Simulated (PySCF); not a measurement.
Working with the constants of Ge₂⁺

UHF-CCSD(T) constants of Ge₂⁺, ⁴Σg⁻ (quartet), unpaired electrons σ ↑, π ↑↑ (PySCF, no relativity, basis sets Ge def2-TZVPPD; masses 73.9212 and 73.9212 u):

```
ωe              : 270.0 cm⁻¹
ωexe            : 0.868 cm⁻¹
Be              : 0.079204 cm⁻¹
αe              : 0.000321 cm⁻¹
D (centrifugal) : 2.73e-08 cm⁻¹
De to Ge⁺ + Ge  : 3.14 eV
```

Give the vibrational terms G(v) and spacings up to v = 6.

G(v) = ωe(v+½) − ωexe(v+½)².

| v | G(v) (cm⁻¹) | G(v) − G(v−1) | Bv (cm⁻¹) |
| --- | --- | --- | --- |
| 0 | 134.8 |  | 0.07904 |
| 1 | 403.0 | 268.3 | 0.07872 |
| 2 | 669.6 | 266.5 | 0.07840 |
| 3 | 934.4 | 264.8 | 0.07808 |
| 4 | 1197.4 | 263.1 | 0.07776 |
| 5 | 1458.7 | 261.3 | 0.07744 |
| 6 | 1718.3 | 259.6 | 0.07712 |

How well does the Morse estimate ωe²/(4ωexe) reproduce De, and what is D0?

It gives 2.60 eV, 83 % of the computed De. D0 = De − G(0) = 3.14 − 0.02 = 3.12 eV.

Correlated steps freeze 18 core orbitals. Spin–orbit coupling is left out. The state was picked by a PBE0 search and need not be the measured ground state.
